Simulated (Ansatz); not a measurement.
`FB(F)[CH2][SbH2]` + H₂Se → `FB(F)[SeH]` + `[CH3][SbH2]` at 600 K and 1 bar (ligand exchange at a B–C bond).

Program: Ansatz. Geometries: PBE0-D4/def2-TZVP. ΔE: electronic, gas phase. CCSD(T)/CBS is the MP2 limit (def2-TZVPP, def2-QZVPP) plus CCSD(T) − MP2 in def2-TZVPP, frozen cores. Elements past krypton have def2 core potentials. For Sb, Se outer-core shells are correlated without core-valence functions, which leaves a few kJ/mol of doubt a bond. Scalar relativity is left out up to krypton. Each species was taken in one conformer, which may not be the lowest.

| species | CCSD(T)/CBS energy (Eh) | H − E (kJ/mol) | S (J/(mol·K)) |
| --- | --- | --- | --- |
| `FB(F)[CH2][SbH2]` | -504.97662 | 191.3 | 447.3 |
| H₂Se | -2401.89790 | 57.0 | 244.8 |
| `FB(F)[SeH]` | -2625.82827 | 85.5 | 355.7 |
| `[CH3][SbH2]` | -281.05548 | 168.8 | 339.9 |

H − E and S are ideal-gas, rigid-rotor, harmonic terms from PBE0-D4/def2-TZVP, for one conformer and one mirror image of each species. 1 Eh = 2625.50 kJ/mol, R = 8.31446 J/(mol·K).

Task: By hand: ΔE, ΔH, ΔS and ΔG.

Result: ΔE = (-2625.82827) + (-281.05548) − (-504.97662) − (-2401.89790) = -0.00923 Eh = -24.2 kJ/mol. Δ(H − E) = 85.5 + 168.8 − 191.3 − 57.0 = 6.0, so ΔH = -18.2 kJ/mol. ΔS = 355.7 + 339.9 − 447.3 − 244.8 = 3.5 J/(mol·K). ΔG = -18.2 − 600 × (3.5)/1000 = -20.3 kJ/mol.

Task: By hand: the equilibrium constant, and the temperature at which ΔG would vanish if ΔH and ΔS stayed fixed.

Result: log₁₀ K = −ΔG/(RT ln 10) = 1.8. ΔH and −TΔS have one sign here, so there is no such temperature.

The number of gas molecules stays the same, so ΔS is small and ΔH decides. A doubt of 5 kJ/mol in ΔE shifts log₁₀ K by 0.4 here. Other conformers and mirror images would add mixing entropy, several J/(mol·K) or more a flexible species. Modes under 60 cm⁻¹, often nearly free rotors, make the harmonic entropy too high. These are equilibria of isolated gas molecules and say nothing of rates. Largest T1 diagnostic: 0.013 (customary marks: 0.02 for closed shells, 0.045 for open ones).

ΔS is within the doubt of such terms, so its sign, and with it that verdict, could turn.
